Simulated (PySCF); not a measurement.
# V (vanadium, neutral): r2SCAN calculation

Configuration: [Ar] 3d5, high-spin 6S determinant (an excited configuration). All numbers are calculated (PySCF 2.14, the spin-free X2C one-electron Hamiltonian (Gaussian nucleus), in x2c-TZVPPall with one added diffuse shell each of s, p, d, f type (7s6p5d3f1g, 80 functions)).

```json
{
 "Total energy": "-949.069 hartree",
 "One-electron energy": "-1306.268 hartree",
 "Hartree (Coulomb) energy": "403.038 hartree",
 "Exchange-correlation energy": "-45.838 hartree",
 "⟨S²⟩": "8.7500",
 "⟨L²⟩": "0.000",
 "Sum of ⟨r⟩": "20.11 bohr",
 "Sum of ⟨r²⟩": "38.64 bohr²",
 "Langevin diamagnetic susceptibility": "-30.6 ×10⁻⁶ cm³/mol",
 "Time after the integrals": "about 7 core-seconds"
}
```

| shell | electrons | mean orbital energy (hartree) | rms radius, mean of both spins (bohr) |
| --- | --- | --- | --- |
| 1s β | 1 | -197.55236 | 0.0768 |
| 1s α | 1 | -197.55173 | 0.0768 |
| 2s α | 1 | -22.15868 | 0.334 |
| 2s β | 1 | -22.10828 | 0.334 |
| 2p α | 3 | -18.40889 | 0.304 |
| 2p β | 3 | -18.36967 | 0.304 |
| 3s α | 1 | -2.47790 | 1.03 |
| 3s β | 1 | -2.31268 | 1.03 |
| 3p α | 3 | -1.48615 | 1.13 |
| 3p β | 3 | -1.31857 | 1.13 |
| 3d α | 5 | -0.05223 | 2.37 |

Densities and radii are taken from the X2C orbitals without a picture-change correction, which distorts them close to the nucleus.
